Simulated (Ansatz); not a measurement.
aminoborane (SMILES BN) moved off its minimum; all values from Ansatz (an electronic-structure program), cores frozen in correlated methods.
(charge 0, multiplicity 1)
```xyz
6

B     -0.7606    -0.1188     0.0486
N      0.6095    -0.0450    -0.0221
H     -1.3154    -1.0798    -0.0785
H     -1.3548     1.0887     0.1063
H      1.0901     0.6242    -0.0012
H      1.1180    -0.9667    -0.1484
```

Forces at B3LYP/def2-TZVPP (eV/Å):

```
atom      Fx       Fy      Fz
----  ------  -------  ------
B1    -0.413    4.580  -0.142
N2    -7.612  -15.010  -0.638
H3    -1.015   -1.746  -0.005
H4     0.790   -2.239   0.080
H5     8.857   12.523   0.441
H6    -0.607    1.892   0.263
```

### Question
Give the forces (eV/Å), the total energy and the dipole at CCSD(T)/aug-cc-pVTZ.

### Answer

```csv
atom,Fx,Fy,Fz
B1,-0.783,4.641,-0.110
N2,-7.267,-15.116,-0.670
H3,-1.047,-1.866,-0.018
H4,0.791,-2.207,0.083
H5,8.946,12.662,0.449
H6,-0.639,1.887,0.266
```
Energy -81.8380 hartree, dipole 1.97 D.
